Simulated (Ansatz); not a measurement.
`NB(O)[TeH]` and `CB(N)O` differ in one atom or group.

Ansatz, PBE0-D4/def2-TZVP geometries, multiplicity 1. Each molecule was computed in one conformer, which needn't be the lowest.

Elements past krypton have def2 core potentials.

```tsv
property	`NB(O)[TeH]`
size of the dipole moment (ωB97M-V/def2-TZVPP) / D	3.73
LUMO energy (PBE0/def2-TZVPP) / eV	-0.11
HOMO–LUMO gap (PBE/def2-TZVPP) / eV	4.13
size of the dipole moment (PBE/def2-TZVPP) / D	3.58
LUMO energy (B3LYP/def2-TZVPP) / eV	-0.38
HOMO–LUMO gap (PBE0/def2-TZVPP) / eV	6.00
```

What does the change do to each property? (An estimate is asked.)

Ansatz gave: 
| property | `CB(N)O` | shift |
| --- | --- | --- |
| size of the dipole moment (ωB97M-V/def2-TZVPP) / D | 0.86 | -2.87 |
| LUMO energy (PBE0/def2-TZVPP) / eV | 0.76 | 0.87 |
| HOMO–LUMO gap (PBE/def2-TZVPP) / eV | 6.10 | 1.97 |
| size of the dipole moment (PBE/def2-TZVPP) / D | 0.79 | -2.79 |
| LUMO energy (B3LYP/def2-TZVPP) / eV | 0.40 | 0.78 |
| HOMO–LUMO gap (PBE0/def2-TZVPP) / eV | 8.34 | 2.34 |

With PBE0 the HOMO falls by 1.47 eV and the LUMO rises by 0.87 eV, so the gap widens by about 2.34 eV. PBE moves the HOMO by -1.05 eV and ωB97M-V by -1.80 eV. The zero-point energy changes by 79.7 kJ/mol with +6 modes. Dipoles are sizes alone; their direction can turn.

B3LYP here is the variant with VWN-RPA as its local correlation; programs differ in this.

Spin–orbit coupling is left out; it splits and shifts lone-pair levels of the heavy atoms by tenths of an eV.
